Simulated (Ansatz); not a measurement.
# SnH2 (SMILES [H][Sn][H]): the energy, rung by rung

SnH2 has 3 atoms, charge 0, and is taken as a singlet. As SMILES, `[H][Sn][H]`. The shape comes from GFN2-xTB, which is rough for such elements, and wasn't checked as a minimum.

| atom | x (Å) | y (Å) | z (Å) |
| --- | --- | --- | --- |
| Sn | 0.0052 | -0.0089 | -0.8701 |
| H | 1.2365 | -0.0178 | 0.4428 |
| H | -1.2416 | 0.0266 | 0.4273 |

Quantity: the energy change with the Sn1–H2 bond stretched from 1.800 to 2.700 Å, in eV. The values are calculated.

| level | kind | program | value (eV) | less FCI/STO-3G |
| --- | --- | --- | --- | --- |
| BLYP/STO-3G (restricted) | GGA | Ansatz | 2.84 | +0.10 |
| revPBE/STO-3G (restricted) | GGA | Ansatz | 2.85 | +0.11 |
| BHLYP/STO-3G (restricted) | global hybrid | Ansatz | 3.58 | +0.84 |
| wB97X/STO-3G (restricted) | range-separated hybrid | Ansatz | 3.58 | +0.84 |
| B2PLYP/STO-3G (restricted) | double hybrid | Ansatz | 3.27 | +0.53 |
| CCSDT(Q)/STO-3G (restricted) | coupled cluster or CI | Ansatz | 2.74 | 0.00 |
| CCSDT/STO-3G (restricted) | coupled cluster or CI | Ansatz | 2.74 | 0.00 |
| FCI/STO-3G | exact in the basis | Ansatz | 2.74 | 0.00 |

FCI/STO-3G is exact within its basis and frozen core, so for wave-function methods in that basis the difference is their error; functionals converge differently with the basis, so for them it is only a difference. All-electron rows without a relativistic Hamiltonian named are non-relativistic. The first shape isn't each level's own minimum. The values span 2.74 to 3.58 eV. All rows use very small basis sets, so even the best lies far from the true value. In the correlated wave-function rows the outer d shell of Sn is correlated, in sets not made for it.
